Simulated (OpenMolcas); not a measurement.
## Levels of Br+ by method

```json
{"Program": "OpenMolcas", "Basis": "ANO-RCC-VQZP [7s6p4d2f1g]", "Scalar Hamiltonian": "DKH2, point nucleus", "Active space": "6 electrons in 8 orbitals (4s 4p 5s 5p)", "State averaging": "2S+1 = 3 even, 3 roots; 2S+1 = 1 even, 6 roots; 2S+1 = 3 odd, 1 root; 2S+1 = 1 odd, 5 roots", "Spin-orbit coupling": "RASSI with atomic mean-field integrals over the reference wave functions, term energies averaged over their components"}
```

Methods on the same reference wave functions:
A. CASSCF
B. SS-CASPT2, IPEA 0.25 Eh, imaginary shift 0.1 Eh (closed shells correlated: 3d)

Energies in cm-1 above 4s2 4p4 3P2, the measured ground level; measured values from NIST Handbook of Basic Atomic Spectroscopic Data.

```
      Level      A      B  Measured
4s2 4p4 3P2    0.0    0.0       0.0
4s2 4p4 3P1   2774   2810      3136
4s2 4p4 3P0   3439   3530      3837
4s2 4p4 1D2  14241  12360     12089
4s2 4p4 1S0  26029  28050     27867
```

Deviations, from unrounded energies. A percentage is the sum of absolute deviations over the sum of measured energies, with the sign that they share, or ± where signs differ.

| Against measurement | Levels | A | B |
| --- | --- | --- | --- |
| mean absolute deviation (cm-1) | 4 | 1200 | 270 |
| fine structure of the ground term (%) | 2 | -10.9 | -9.1 |
| other terms of the ground configuration (%) | 2 | ±10.0 | +1.1 |

B lies closest to measurement on these levels. The largest miss of B in the table is 4s2 4p4 3P1, by -320 cm-1. The ranking rests on the paired levels alone, and a cruder setting can come out closer through cancelling errors.

From A to B the spin-free energies of the other terms of 4s2 4p4 shown, above 3P, scale by factors of 0.84 to 1.08.

The lowest spin-free term lies below A's lowest term by 0.199 hartree in B.

Term energies are means over components that CASPT2 splits; among the terms shown or strongly mixed into the levels shown the widest spread is 70 cm-1 (4s2 4p4 1D, B). The run also gave levels led by 4s2 4p3 5s, which use shells meant for correlation; these and all levels above them are left out. Without dynamic correlation excited terms often stand tens of per cent too high (terms of higher spin than the ground term too low), and those without a measured partner can miss by more than the paired ones (holds for A). Computed and measured levels are paired by configuration, term and J; levels that our copy of the source lacks, or whose pairing is in doubt (as where it misses far off the trend of its configuration), stay unpaired and out of the deviations. Only configurations of the active space appear. Levels that lie high or do not pair safely by name in every column are left out.
